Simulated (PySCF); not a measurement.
Gas-phase reaction: WF6 + 3 O2 → WO2F2 + 4 FO

Method: PySCF energies (xtb for GFN2) plus ideal-gas RRHO corrections (1 bar). † marks an energy on the PBE0/def2-TZVP geometry and frequencies; other levels use their own. MP2 freezes the core. Open shells (unrestricted): O2 (multiplicity 3), FO (multiplicity 2, electronic degeneracy 4); the rest are closed-shell singlets. GFN2 has no spin-polarisation term. Spin-orbit splitting is ignored; it lowers the true energy and changes the entropy of FO. B3LYP is the form with VWN-RPA correlation. W: scalar-relativistic def2 core potential, no spin-orbit coupling. WO2F2: computed as isolated molecules; such fragments, hydroxides, amides, oligomers or adducts are transient or little studied in the gas. MP2 isn't extrapolated to the basis-set limit; its ΔH°(298 K) is 1304.7 kJ in def2-SVP and 1261.4 kJ in def2-TZVPP. The harmonic model lacks anharmonicity and excited electronic states, which grow with temperature; levels with a mode under 35 cm⁻¹ are left out. Warning, point group unlike the PBE0 one: WO2F2 (GFN2-xTB).

```
level               ΔE electronic, kJ  ΔH°(298 K), kJ  ΔS°(298 K), J/K  ΔG°(1600 K), kJ
------------------  -----------------  --------------  ---------------  ---------------
B3LYP/def2-TZVP†                 1205            1195              221              854
BLYP/def2-TZVP†                  1168            1158              221              817
GFN2-xTB                         1447            1441              211             1122
MP2/def2-SVP†                    1315            1305              221              964
PBE0/def2-QZVP†                  1236            1226              221              885
ωB97M-V/def2-TZVP†               1229            1219              221              878
ωB97X-V/def2-TZVP†               1241            1231              221              890
```
ΔH° is lowest at BLYP/def2-TZVP† and highest at GFN2-xTB. No reference value is set beside these.
